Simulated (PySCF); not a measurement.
A structure optimised at PBE-D3(BJ)/def2-SVP, used in a PySCF frequency run:

```
Si
O 1 1.6867
H 2 0.9733 1 114.49
H 1 1.5017 2 103.01 3 -175.36
C 1 1.8972 4 113.60 2 131.49
C 5 1.3676 1 104.07 4 110.46
H 5 1.1071 6 123.27 1 176.19
H 6 1.1072 5 123.19 7 2.61
Si 6 1.9042 8 130.78 5 179.75
H 9 1.5089 6 116.66 8 54.19
H 9 1.5097 10 107.40 6 127.81
```
Charge 0, spin multiplicity 1.

Task: Write its SMILES and formula.

Result: O[Si@@H]1C=C[SiH2]1, C2H6OSi2

Task: What are its rotational constants (standard atomic weights)?

Result: 5.2857, 2.4066, 1.8632 GHz
